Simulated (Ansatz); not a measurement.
Geometry optimisation, RKS PBE-D4/def2-SVP (Ansatz 0.2.0).

Input:

```yaml
crystal:
  periodic: [false, false, false]
  atoms:
    - { symbol: Si, position_ang: [-0.789507, -0.561709, -0.140135] }
    - { symbol: Br, position_ang: [1.27803, -1.559454, -0.149432] }
    - { symbol: H, position_ang: [-1.75924, -1.669074, -0.43645] }
    - { symbol: H, position_ang: [-1.040205, 0.003232, 1.220615] }
    - { symbol: H, position_ang: [-0.828528, 0.470303, -1.220988] }
    - { symbol: H, position_ang: [1.952263, 1.126997, 0.301523] }
    - { symbol: Cl, position_ang: [1.187187, 2.189603, 0.424966] }
basis:
  gaussian: { orbitals: def2-SVP }
hamiltonian:
  xc: pbe
  dispersion: d4
relax:
  f_tol: 0.03
  max_steps: 50
output:
  orbitals: {}
```

Run as:

```bash
$ ansatz run input.yaml --threads 2 --pin off --max-ram 3072MiB --backend cpu --events-out ev --progress --plain --runs-dir out
```

Task: Where does it end, and by what steps?

Result: It converged. The force dipped under the threshold on the way, but the program's further checks kept it going. After 7 steps the energy has fallen by 0.044 eV; Cl7 moved furthest, 0.26 Å.

```tsv
step	energy less start (eV)	largest force component (eV/Å)	accepted
0	0.0000	0.345	yes
1	-0.0122	0.993	yes
2	-0.0297	0.319	yes
3	-0.0318	0.267	yes
4	-0.0398	0.117	yes
5	-0.0430	0.022	yes
6	-0.0439	0.047	yes
7	-0.0439	0.024	yes
```

```xyz
7
Properties=species:S:1:pos:R:3
Si -0.812 -0.581 -0.153
Br 1.299 -1.395 -0.141
H -1.718 -1.746 -0.423
H -1.092 0.010 1.194
H -0.914 0.438 -1.243
H 1.807 1.017 0.291
Cl 1.430 2.256 0.475
```

Whether the end is a true minimum wasn't checked by a vibrational analysis.

Time of the run: 7.7 s on 2 threads of Intel(R) Xeon(R) Platinum 8488C (Sapphire Rapids) (shared host), peak memory 0.14 GiB.
